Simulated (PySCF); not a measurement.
Ligands exchanged one at a time, Al SH-H. Isolated molecules, 0 K electronic values unless said otherwise. One relaxed conformer stands for each flexible species; it need not be the lowest. Strings in code marks are SMILES.

The LUMO from two functionals at the same geometries (TPSSh-D3(BJ)/def2-TZVP), both in PySCF: PBE-D3(BJ)/def2-TZVP and TPSSh-D3(BJ)/def2-TZVP. 

```csv
species,PBE-D3(BJ)/def2-TZVP (eV),TPSSh-D3(BJ)/def2-TZVP (eV)
0 of 3 SH replaced by H (`[SH][Al]([SH])[SH]`),-1.50,-1.00
"1 of 3 SH replaced by H (`[SH][AlH][SH]` (H–S–Al–S torsion 0°, S–Al–S–H torsion 0°))",-1.79,-1.36
2 of 3 SH replaced by H (`[AlH2][SH]`),-2.16,-1.70
3 of 3 SH replaced by H (`[AlH3]`),-2.53,-2.01
```

Over these rows, drawn at random from the members with no instability flagged (it was tested for open shells, ions and some series alone), PBE minus TPSSh-D3(BJ): mean -0.48 eV, from -0.52 eV to -0.43 eV.
